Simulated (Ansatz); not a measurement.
Dissociation curve of B₂, triplet.

Method: full CI/cc-pVTZ, frozen core (Ansatz, a first-principles code).

### Question
Relative to R = 1.60 Å, what are the energies at R = 1.32, 1.47, 1.51, 1.70 Å?

### Answer
1.449 eV at 1.32 Å, 0.246 eV at 1.47 Å, 0.113 eV at 1.51 Å, 0.084 eV at 1.70 Å.

The scan ran from 1.21 to 5.68 Å; beyond the distances shown full CI changes its symmetry label. Also computed but left out beside FCI, since their determinant holds another spin at the minimum (<S²> over 0.7 above the pure value): UHF, UMP2, UCCSD, UCCSD(T), UMP2/6-31G*.
